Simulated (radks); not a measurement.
Question: All-electron atom: Ti3+ in [Ar] 3d1. Method: non-relativistic Kohn-Sham, r2SCAN, spin-unpolarised, spherical densities, point nucleus; meta-GGA in the generalised Kohn-Sham scheme; computed with a radial shooting solver on a logarithmic mesh with Libxc functionals. Some entries of the table are withheld. Estimate them.

orbital  occ.  eigenvalue (hartree)  <r> (bohr)
1s          2                   (1)     0.07019
2s          2                   (2)         (3)
2p          6             -17.72363      0.2905
3s          2              -3.53835       1.000
3p          6                   (4)         (5)
3d          1              -1.25887       1.250

Answer: 
(1) 1s eigenvalue (hartree): -179.7030
(2) 2s eigenvalue (hartree): -21.02843
(3) 2s <r> (bohr): 0.3266
(4) 3p eigenvalue (hartree): -2.64040
(5) 3p <r> (bohr): 1.059
